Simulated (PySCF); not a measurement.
## A series of derivatives of c1cc[n-]c1

Parent skeleton `[cH:1]1[cH:2][cH:3][n-:4][cH:5]1`; one hydrogen on atom 3 is replaced by X. Hydrogens on one atom are averaged.

Theory: σ from GIAO-PBE0/pcSseg-1, geometry: GFN2-xTB, in PySCF 2.14 (a single conformation, in vacuum, non-relativistic Hamiltonian).

δ = σ(ref) − σ, references computed at the same level: 13C, 1H against TMS; 15N vs NH3.

Parent (X = H): C1 99.9, C2 99.9, C3 126.9, N4 296.5, C5 126.9, H(C1) 5.66, H(C2) 5.66, H(C5) 6.56 ppm. Effects are Δδ = δ(X) − δ(H), positive for deshielding.

Problem. Give Δδ (ppm) for X = F, SO2CH3, CHF2.

Solution. 
| X | SMILES | C1 | C2 | C3 | N4 | C5 | H(C1) | H(C2) | H(C5) |
| --- | --- | --- | --- | --- | --- | --- | --- | --- | --- |
| F | Fc1ccc[n-]1 | -1.6 | -21.9 | +40.2 | -31.7 | -10.8 | -0.26 | -0.83 | -0.67 |
| SO2CH3 | CS(=O)(=O)c1ccc[n-]1 | +7.5 | +3.9 | +14.8 | +2.3 | +2.1 | +0.28 | +0.75 | +0.01 |
| CHF2 | FC(F)c1ccc[n-]1 | +5.9 | +3.6 | +8.8 | +12.6 | +2.0 | +0.25 | +0.72 | +0.00 |

Problem. Which position responds most, and to which substituents?

Solution. N4: from -31.7 ppm with F to +12.6 ppm with CHF2.

Experimental scales use liquid or dissolved standards, which lie at an offset from isolated NH3 (liquid NH3: subtract about 20 ppm). Unscaled 15N shifts of sp2 nitrogen come out 20 to 40 ppm too high even then.
